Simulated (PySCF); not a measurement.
SMILES Cc1ccc(-c2ccccc2)s1 (GFN2-xTB optimised geometry):

```
22

C      4.083    -1.416     0.113
C      2.807    -0.657     0.050
C      2.622     0.686    -0.062
C      1.265     1.066    -0.090
C      0.398     0.012     0.000
C     -1.051     0.012     0.000
C     -1.762    -1.190    -0.001
C     -3.142    -1.198    -0.005
C     -3.846    -0.005    -0.009
C     -3.154     1.196    -0.005
C     -1.773     1.208     0.000
S      1.287    -1.485     0.122
H      4.167    -1.950     1.060
H      4.926    -0.735     0.019
H      4.134    -2.152    -0.689
H      3.434     1.389    -0.124
H      0.953     2.090    -0.180
H     -1.218    -2.124     0.001
H     -3.672    -2.139    -0.007
H     -4.926    -0.009    -0.013
H     -3.696     2.130    -0.005
H     -1.251     2.152     0.008
```

Calculation: B3LYP/def2-SVP run with PySCF.

Problem. What are the frontier orbital energies and the dipole moment?

Solution. HOMO-2 -7.10 eV, HOMO-1 -6.84 eV, HOMO -5.65 eV, LUMO -1.17 eV, LUMO+1 -0.20 eV; dipole moment 0.79 D.

Meta-Löwdin charges at B3LYP/def2-SVP: C1 -0.29, C2 -0.08, C3 -0.14, C4 -0.13, C5 -0.10, C6 0.01, C7 -0.11, C8 -0.10, C9 -0.11, C10 -0.10, C11 -0.11, S12 0.21, H13 0.11, H14 0.11, H15 0.11, H16 0.11, H17 0.11, H18 0.10, H19 0.10, H20 0.10, H21 0.10, H22 0.10.
